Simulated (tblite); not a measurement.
Compound: C7H11NO.
SMILES with atom numbers: `[CH2:1]=[C:2]1[CH2:3][CH2:4][C@H:5]1[NH:6][C:7]([CH3:8])=[O:9]` (hydrogens: H10, H11 on C1; H12, H13 on C3; H14, H15 on C4; H16 on C5; H17 on N6; H18, H19, H20 on C8)

A start from a force field or distance geometry was refined with tblite, GFN2-xTB geometry optimisation, gas phase. Values at the start:

```tsv
coordinate	start
C1–H10	1.091 Å
C1–H11	1.071 Å
C2–C3	1.503 Å
C2–C5	1.490 Å
C3–C4	1.496 Å
C3–H12	1.096 Å
C3–H13	1.124 Å
C4–C5	1.518 Å
C4–H14	1.114 Å
C5–N6	1.448 Å
C5–H16	1.101 Å
N6–C7	1.448 Å
N6–H17	1.048 Å
C7–C8	1.500 Å
C7=O9	1.276 Å
C8–H18	1.112 Å
C1–C2–C5	140.1°
C3–C2–C5	87.3°
C3–C4–C5	86.5°
C4–C5–N6	110.3°
C5–N6–C7	120.4°
N6–C7–C8	121.5°
N6–C7–O9	117.9°
C8–C7–O9	120.6°
C1–C2–C3–C4	-153°
C1–C2–C5–C4	154°
C2–C3–C4–C5	-26°
C3–C4–C5–N6	-90°
```

Problem. How do these coordinates change at the GFN2-xTB level?

Solution. 
```tsv
coordinate	GFN2-xTB (Å or °)	change
N6–C7	1.356	-0.092
C7=O9	1.211	-0.065
C3–C4	1.540	+0.044
N6–H17	1.008	-0.040
C3–H13	1.089	-0.035
C4–C5	1.546	+0.028
C4–H14	1.087	-0.027
C8–H18	1.088	-0.024
C2–C5	1.513	+0.023
C7–C8	1.516	+0.016
C1–H10	1.077	-0.014
C5–N6	1.437	-0.011
C5–H16	1.093	-0.008
C3–H12	1.089	-0.007
C1–H11	1.077	+0.006
C2–C3	1.506	+0.003
N6–C7–C8	113.4	-8.1
C4–C5–N6	117.3	+7.0
C1–C2–C5	133.0	-7.1
N6–C7–O9	122.9	+5.0
C3–C2–C5	92.1	+4.8
C8–C7–O9	123.7	+3.1
C3–C4–C5	89.5	+3.0
C5–N6–C7	123.2	+2.8
C1–C2–C3–C4	167	-40
C1–C2–C5–C4	-167	+39
C3–C4–C5–N6	-128	-38
C2–C3–C4–C5	8	+34
```

The energy falls by 110.4 kJ/mol over 95 L-BFGS steps, the largest force on an atom goes from 4.25 to 0.008 eV/Å, and the atoms move by 0.670 Å rms after alignment. The bond that changes most is N6–C7 (amide nitrogen to amide carbonyl carbon), which shortens by 0.092 Å. Bonds longer at the end by more than 0.005 Å: 5 of 20; shorter: 12. Among the dihedrals that turn most is H12–C3–C4–H14, from -165° to -116°. Rotational constants go from 3196, 927.1, 869.7 to 3171, 952.6, 867.6 MHz.

On Intel Xeon at 2.50 GHz, one thread, shared host with 64 logical CPUs at a one-minute load of 58, this took 2.2 s.

Its GFN2-xTB frequencies are all real (lowest 40 cm⁻¹). One conformer, not necessarily the lowest.

These are computed values.
